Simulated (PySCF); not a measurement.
## Simulated absorption spectrum

Compound: (FSi)4S6 adamantane, F4S6Si4.
Cartesian coordinates in Å at the PBE0-D3(BJ)/def2-SVP level; atoms count from 1:
```
atom  x, y, z in Å
Si1   -1.5082   -1.0365   -0.8323
F2    -2.7096   -1.8677   -1.5014
S3    -0.7896    0.2448   -2.3755
Si4    0.7836    1.2527   -1.3527
F5     1.4170    2.2546   -2.4372
S6     0.0913    2.5056    0.2248
Si7   -0.6988    1.0488    1.5641
F8    -1.2531    1.8907    2.8150
S9    -2.3959    0.0150    0.7929
S10    0.7826   -0.2435    2.3833
Si11   1.4161   -1.2770    0.6317
F12    2.5514   -2.2950    1.1382
S13   -0.0979   -2.5106   -0.2188
S14    2.3917   -0.0258   -0.7889
```

Method: PySCF 2.14.0, density-fitted response routines, TDDFT PBE0/def2-SVPD, vertical, gas phase, core orbitals frozen in the response.

Computed states:

| state | E (eV) | f |
| --- | --- | --- |
| S1 | 3.92 | 0.0000 |
| S2 | 3.93 | 0.0000 |
| S3 | 3.93 | 0.0000 |
| S4 | 4.84 | 0.0069 |
| S5 | 4.84 | 0.0069 |
| S6 | 4.84 | 0.0069 |
| S7 | 5.45 | 0.0000 |
| S8 | 5.58 | 0.0000 |
| S9 | 5.59 | 0.0000 |
| S10 | 5.59 | 0.0000 |

Each state is given a Gaussian of 0.4 eV full width at half maximum, with ε(max) = 2.175×10⁸ f / Δν̃ (Δν̃ the width in cm⁻¹). The width is an assumption, not a result. The curve ends short of the highest state used, and states not computed would add to its high-energy end.

(1) What does the envelope look like, and where are its maxima?

(2) Coming from long wavelengths, where does ε first pass 100 L mol⁻¹ cm⁻¹?

(3) Does any computed singlet lie in the visible range?

(4) On this curve, what absorbance would a 10⁻³ mol/L sample give at 254 nm over a 1 cm path?

Results:

(1) 
```json
{"λ (nm)": "248.5", "ε (L mol⁻¹ cm⁻¹)": "950"}
{"λ (nm)": "250.8", "ε (L mol⁻¹ cm⁻¹)": "1160"}
{"λ (nm)": "253.0", "ε (L mol⁻¹ cm⁻¹)": "1309"}
{"λ (nm)": "255.3", "ε (L mol⁻¹ cm⁻¹)": "1387"}
{"λ (nm)": "257.6", "ε (L mol⁻¹ cm⁻¹)": "1375"}
{"λ (nm)": "259.8", "ε (L mol⁻¹ cm⁻¹)": "1285"}
{"λ (nm)": "262.1", "ε (L mol⁻¹ cm⁻¹)": "1129"}
{"λ (nm)": "264.4", "ε (L mol⁻¹ cm⁻¹)": "937"}
{"λ (nm)": "266.6", "ε (L mol⁻¹ cm⁻¹)": "745"}
{"λ (nm)": "268.9", "ε (L mol⁻¹ cm⁻¹)": "558"}
{"λ (nm)": "271.1", "ε (L mol⁻¹ cm⁻¹)": "404"}
{"λ (nm)": "273.4", "ε (L mol⁻¹ cm⁻¹)": "276"}
{"λ (nm)": "275.7", "ε (L mol⁻¹ cm⁻¹)": "180"}
{"λ (nm)": "277.9", "ε (L mol⁻¹ cm⁻¹)": "115"}
{"λ (nm)": "280.2", "ε (L mol⁻¹ cm⁻¹)": "70"}
{"λ (nm)": "282.5", "ε (L mol⁻¹ cm⁻¹)": "41"}
{"λ (nm)": "284.7", "ε (L mol⁻¹ cm⁻¹)": "23"}
{"λ (nm)": "287.0", "ε (L mol⁻¹ cm⁻¹)": "13"}
{"λ (nm)": "289.2", "ε (L mol⁻¹ cm⁻¹)": "7"}
{"λ (nm)": "291.5", "ε (L mol⁻¹ cm⁻¹)": "4"}
{"λ (nm)": "293.8", "ε (L mol⁻¹ cm⁻¹)": "2"}
{"λ (nm)": "296.0", "ε (L mol⁻¹ cm⁻¹)": "1"}
{"λ (nm)": "298.3", "ε (L mol⁻¹ cm⁻¹)": "0"}
{"λ (nm)": "300.6", "ε (L mol⁻¹ cm⁻¹)": "0"}
{"λ (nm)": "302.8", "ε (L mol⁻¹ cm⁻¹)": "0"}
{"λ (nm)": "305.1", "ε (L mol⁻¹ cm⁻¹)": "0"}
{"λ (nm)": "307.3", "ε (L mol⁻¹ cm⁻¹)": "0"}
{"λ (nm)": "309.6", "ε (L mol⁻¹ cm⁻¹)": "0"}
{"λ (nm)": "311.9", "ε (L mol⁻¹ cm⁻¹)": "0"}
{"λ (nm)": "314.1", "ε (L mol⁻¹ cm⁻¹)": "0"}
{"λ (nm)": "316.4", "ε (L mol⁻¹ cm⁻¹)": "0"}
{"λ (nm)": "318.7", "ε (L mol⁻¹ cm⁻¹)": "0"}
{"λ (nm)": "320.9", "ε (L mol⁻¹ cm⁻¹)": "0"}
{"λ (nm)": "323.2", "ε (L mol⁻¹ cm⁻¹)": "0"}
{"λ (nm)": "325.4", "ε (L mol⁻¹ cm⁻¹)": "0"}
{"λ (nm)": "327.7", "ε (L mol⁻¹ cm⁻¹)": "0"}
{"λ (nm)": "330.0", "ε (L mol⁻¹ cm⁻¹)": "0"}
{"λ (nm)": "332.2", "ε (L mol⁻¹ cm⁻¹)": "0"}
{"λ (nm)": "334.5", "ε (L mol⁻¹ cm⁻¹)": "0"}
{"λ (nm)": "336.7", "ε (L mol⁻¹ cm⁻¹)": "0"}
{"λ (nm)": "339.0", "ε (L mol⁻¹ cm⁻¹)": "0"}
{"λ (nm)": "341.3", "ε (L mol⁻¹ cm⁻¹)": "0"}
{"λ (nm)": "343.5", "ε (L mol⁻¹ cm⁻¹)": "0"}
{"λ (nm)": "345.8", "ε (L mol⁻¹ cm⁻¹)": "0"}
{"λ (nm)": "348.1", "ε (L mol⁻¹ cm⁻¹)": "0"}
{"λ (nm)": "350.3", "ε (L mol⁻¹ cm⁻¹)": "0"}
{"λ (nm)": "352.6", "ε (L mol⁻¹ cm⁻¹)": "0"}
{"λ (nm)": "354.8", "ε (L mol⁻¹ cm⁻¹)": "0"}
{"λ (nm)": "357.1", "ε (L mol⁻¹ cm⁻¹)": "0"}
{"λ (nm)": "359.4", "ε (L mol⁻¹ cm⁻¹)": "0"}
{"λ (nm)": "361.6", "ε (L mol⁻¹ cm⁻¹)": "0"}
{"λ (nm)": "363.9", "ε (L mol⁻¹ cm⁻¹)": "0"}
{"λ (nm)": "366.2", "ε (L mol⁻¹ cm⁻¹)": "0"}
{"λ (nm)": "368.4", "ε (L mol⁻¹ cm⁻¹)": "0"}
{"λ (nm)": "370.7", "ε (L mol⁻¹ cm⁻¹)": "0"}
{"λ (nm)": "372.9", "ε (L mol⁻¹ cm⁻¹)": "0"}
```

Maxima: 256 nm (4.84 eV), ε about 1400, made up of S4 (33%), S5 (33%) and S6 (33%) (ε in L mol⁻¹ cm⁻¹; maxima over ε = 5, shares over 10%).

(2) At about 279 nm (4.45 eV), 0.53 eV above S1.

(3) No computed singlet lies in the visible range (380 to 750 nm); the lowest, at 316 nm, stands 0.66 eV above its violet end (3.26 eV).

(4) 254 nm is 4.881 eV, where ε is about 1400 L mol⁻¹ cm⁻¹, so A = ε c l ≈ 1.4 (Beer–Lambert, with the gas-phase spectrum and the assumed width).

The vertical ionisation energy (ΔSCF) is 9.82 eV, 4.23 eV above S10.

On 2 threads of an Intel Xeon 6975P-C, no GPU, shared host with 192 logical CPUs at a one-minute load of 60, this took 3.7 min wall, 8.2 min CPU (with the writing of density and orbital grids) and 3.1 GiB of memory at its peak.

One conformer stands for the species.
